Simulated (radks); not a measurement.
Values are calculated unless marked as measured or tabulated.
Ionisation of Zn+, [Ar] 3d10 4s1, to Zn2+, [Ar] 3d10, under several functionals. Scalar-relativistic Kohn-Sham, spin-polarised, spherical densities, finite nucleus; open shells are filled with parallel spins first; a radial shooting solver on a logarithmic mesh with Libxc functionals.

functional  E(Zn+) (hartree)  Exc (hartree)  IE (eV)  -e(HOMO) (eV)  <r> HOMO (bohr)  IE error (eV)
PW91             -1796.08464      -71.75256   18.819         14.620            2.384         +0.854
XLYP             -1796.31115      -71.96853   18.930         14.541            2.385         +0.965
PBEsol           -1794.24071      -69.87388   18.688         14.557            2.378         +0.723
r2SCAN           -1795.95272      -71.60950   18.543         14.872            2.388         +0.578
revPBE           -1795.81554      -71.47971   18.581         14.429            2.392         +0.617

NIST Atomic Spectra Database: 17.964 eV (measured). Closest: r2SCAN. The Delta-SCF values span 0.39 eV, the total energies 2.07 hartree. The highest occupied level is 4s.
